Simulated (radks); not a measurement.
Effect of the nuclear size on the hafnium ion Hf2+, [Xe] 4f14 5d2. All-electron calculation, Dirac Kohn-Sham, PBE, spin-unpolarised, spherical densities, finite nucleus; open shells are shared between the two j in proportion to 2j + 1; Fermi nuclear charge, rms radius 5.347 fm. Program: a radial shooting solver on a logarithmic mesh with Libxc functionals. The rms radius is varied about that value; shifts are against it.

rms radius (fm),total energy shift (eV),density at nucleus (e/bohr^3),1s1/2 shift (meV),2s1/2 shift (meV),5s1/2 shift (meV),6s1/2 (empty) shift (meV),5d5/2 shift (meV)
4.7161,-10.8,1.259e+06,-4390,-608,-5.38,-0.713,0.065
5.1866,-2.83,1.221e+06,-1150,-159,-1.41,-0.187,0.017
5.347,0,1.209e+06,0.000,0.000,0.000,0.000,0.000
5.8015,8.34,1.177e+06,3390,470,4.15,0.550,-0.050
6.1116,14.3,1.157e+06,5810,804,7.12,0.943,-0.085

Slopes of the eigenvalues against <r^2> in GHz/fm^2, as finite differences over the two radii next to the reference (eigenvalue slopes, not the field-shift constants of lines): 1s1/2 163000, 2s1/2 22500, 5s1/2 199, 6s1/2 (empty) 26.4, 5d5/2 -2.39.
